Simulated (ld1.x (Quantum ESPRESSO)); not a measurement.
# Ir (Z = 77), PAW: configuration errors across variants

```json
{"Element": "Ir", "Generator": "ld1.x (Quantum ESPRESSO) 7.5", "Type": "PAW", "Functional": "PBEsol", "Relativity": "scalar-relativistic", "Frozen core": "[Kr] 4d10 4f14", "Valence charge": "17", "Reference configuration": "5s2 5p6 5d7 6s1.75 6p0 (charge +0.25)", "Partial waves": "5s (bound): rcut 1.30, rcutus 1.45 bohr; 6s (bound): rcut 1.30, rcutus 1.45 bohr; 5p (bound): rcut 1.60, rcutus 2.00 bohr; 6p (bound, empty): rcut 1.60, rcutus 2.00 bohr; 5d (bound): rcut 1.05, rcutus 1.30 bohr; 5d channel at 1.35 Ry: rcut 1.05, rcutus 1.30 bohr; 5f channel at 0.3 Ry: rcut 1.60, rcutus 1.85 bohr", "Local potential": "all-electron potential smoothed inside 1.20 bohr (lloc = -1)", "Core correction": "Bessel-smoothed model core inside 1.25 bohr", "Augmentation charge": "BESSEL, radius 1.00 bohr"}
```

All-electron excitation energies from the reference (eV): (1) 5s2 5p6 5d7 6s2 6p0 -1.809; (2) 5s2 5p6 5d7 6s1 6p0 8.119; (3) 5s2 5p6 5d7 6s0 6p0 25.615.

The overlap operator is not positive definite (basis up to 400 Ry) in “base”, “local potential all-electron potential smoothed inside 0.76 bohr (lloc = -1)”, “local potential all-electron potential smoothed inside 0.94 bohr (lloc = -1)”, “local potential all-electron potential smoothed inside 1.14 bohr (lloc = -1)”, “local potential all-electron potential smoothed inside 1.34 bohr (lloc = -1)”, “local potential all-electron potential smoothed inside 1.54 bohr (lloc = -1)”, “local potential all-electron potential smoothed inside 1.90 bohr (lloc = -1)”. Such files are unfit for use, however small their errors in these radial tests.

1 further variants failed, have other tests or too few solved ones, and are left out.

Errors AE − PS in meV (a dash: test not solved or not reliable):

```csv
change,(1),(2),(3),bound ghosts
base,+0.7,-2.7,-8.4,not determined (overlap not positive)
local potential all-electron potential smoothed inside 0.76 bohr (lloc = -1),+0.6,-2.9,-9.0,not determined (overlap not positive)
local potential all-electron potential smoothed inside 0.94 bohr (lloc = -1),+0.5,-3.1,-9.6,not determined (overlap not positive)
local potential all-electron potential smoothed inside 1.14 bohr (lloc = -1),+0.7,-2.6,-8.4,not determined (overlap not positive)
local potential all-electron potential smoothed inside 1.34 bohr (lloc = -1),+0.7,-2.7,-8.3,not determined (overlap not positive)
local potential all-electron potential smoothed inside 1.54 bohr (lloc = -1),+0.4,-3.1,-13,not determined (overlap not positive)
local potential all-electron potential smoothed inside 1.90 bohr (lloc = -1),+0.6,-3.3,-11,not determined (overlap not positive)
local potential all-electron potential smoothed inside 2.06 bohr (lloc = -1),+0.7,-2.8,-8.7,none
```

Give the same row for: local potential all-electron potential smoothed inside 2.32 bohr (lloc = -1).

+0.7, -2.8, -8.9; bound ghosts: none.
